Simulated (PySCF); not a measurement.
A side-by-side comparison of computed properties.

First species: C3H9ClGe.
SMILES: `[CH3][Ge]([CH3])([CH3])[Cl]`

Second species: Ethyl isovalerate, C7H14O2.
SMILES: `CCOC(=O)CC(C)C`

Levels: CAM-B3LYP/def2-SVPD for dipole moment, HOMO energy, LUMO energy, HOMO–LUMO gap, static isotropic polarisability and electronic spatial extent ⟨r²⟩ about the centre of nuclear charge; TDDFT CAM-B3LYP/def2-SVPD for lowest singlet excitation; TDA CAM-B3LYP/def2-SVPD for lowest triplet excitation (Tamm–Dancoff); ΔSCF CAM-B3LYP/def2-SVPD for vertical ionisation energy. Geometries: PBE0-D3(BJ)/def2-SVP. Each species is one conformer at its optimised geometry, gas phase, non-relativistic unless stated; the electronic structure was computed with PySCF and density fitting.

The conformers computed, where there is a choice (atom-mapped SMILES and torsion angles):
- `[CH3:1][CH2:2][O:3][C:4](=[O:5])[CH2:6][CH:7]([CH3:8])[CH3:9]`: C1–C2–O3–C4 -82°, C2–O3–C4–O5 0°, O3–C4–C6–C7 65°, C4–C6–C7–C8 59°

```json
{"property": "dipole moment", "column X": "2.98 D", "column Y": "2.02 D"}
{"property": "HOMO energy", "column X": "-9.54 eV", "column Y": "-9.34 eV"}
{"property": "LUMO energy", "column X": "0.84 eV", "column Y": "1.15 eV"}
{"property": "HOMO–LUMO gap", "column X": "10.38 eV", "column Y": "10.49 eV"}
{"property": "lowest singlet excitation", "column X": "7.50 eV", "column Y": "5.86 eV"}
{"property": "lowest triplet excitation (Tamm–Dancoff)", "column X": "7.04 eV", "column Y": "5.34 eV"}
{"property": "static isotropic polarisability", "column X": "81.3 au", "column Y": "92.6 au"}
{"property": "vertical ionisation energy", "column X": "10.36 eV", "column Y": "10.10 eV"}
{"property": "electronic spatial extent ⟨r²⟩ about the centre of nuclear charge", "column X": "836 bohr²", "column Y": "1691 bohr²"}
```

Q: Which column belongs to which species?

A: Column X is the first species and column Y the second. The first has 14 atoms and 76 electrons, the second 23 and 72.

Q: How does each property change from the first species to the second?

A: dipole moment -0.96 D; HOMO energy +0.20 eV; LUMO energy +0.31 eV; HOMO–LUMO gap +0.11 eV; lowest singlet excitation -1.64 eV; lowest triplet excitation (Tamm–Dancoff) -1.70 eV; static isotropic polarisability +11.3 au; vertical ionisation energy -0.26 eV; electronic spatial extent ⟨r²⟩ about the centre of nuclear charge +855 bohr².

On the first: The dipole matches unit charges of opposite sign 0.62 Å apart (1 e·Å = 4.8032 D). A dipole of 2.98 D is allowed in C3v, and pure rotational transitions are dipole-allowed. Relativistic effects, spin–orbit coupling among them, are left out although an element past zinc is present.

On the second: In atomic units the dipole is 0.80 e·bohr (1 au = 2.5417 D). The principal polarisabilities are 83.4, 86.2 and 108.0 au; their mean is the isotropic value.
